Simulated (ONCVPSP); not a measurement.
# oxygen (O): excitation energies, all-electron against ONCV

ONCVPSP 4.0.1 input, shortened (lines: element, Z, core and valence counts, functional; n l f; lmax; l rc ep ncon nbas qcut; lloc lpopt rc5 dvloc0; l nproj debl; icmod fcfact rcfact), LDA (Perdew-Zunger), scalar-relativistic:

```
  O 8.00    1    2        3      upf
    1    0    2.00
    2    0    2.00
    2    1    4.00
    1
    0    0.65    0.00    4    7    8.10
    1    1.75    0.00    4    7    7.70
    4    3    0.45    2.00
    0    2    2.10
    1    2    2.00
    3    5.25    1.50
```

Energies are relative to the spin-unpolarised reference configuration 2s2 2p4; without spin polarisation the order of configurations can differ from experiment.

```json
{"valence configuration": "2s2 2p3", "charge": "+1", "ΔE all-electron (eV)": "16.583", "error AE − PS (meV)": "+60"}
{"valence configuration": "2s2 2p2", "charge": "+2", "ΔE all-electron (eV)": "50.292", "error AE − PS (meV)": "+449"}
```

What are ΔE and the potential's error for 2s2 2p3.5?

ΔE = 6.366 eV all-electron; the error (AE − PS) is +9.8 meV.

What are ΔE and the potential's error for 2s2 2p1?

ΔE = 104.255 eV all-electron; the error (AE − PS) is +1641 meV.

Levels in the configuration 2s2 2p1:

| level | all-electron (eV) | pseudo (eV) |
| --- | --- | --- |
| 2s | -79.102 | -78.357 |
| 2p | -65.038 | -63.243 |
